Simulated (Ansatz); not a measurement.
Problem. Name a neutral molecule of Cl, F, Hf with HOMO–LUMO gap (PBE/def2-TZVPP) between 6.55 and 6.85 eV and LUMO energy (ωB97M-V/def2-TZVPP) between 0.15 and 0.45 eV (Ansatz, PBE0-D4/def2-TZVP geometry).

Solution. `[F][Hf]([F])([F])[Cl]` (6.59 eV, 0.43 eV). Other molecules can fit too; these were computed, each in one conformer that needn't be the lowest.
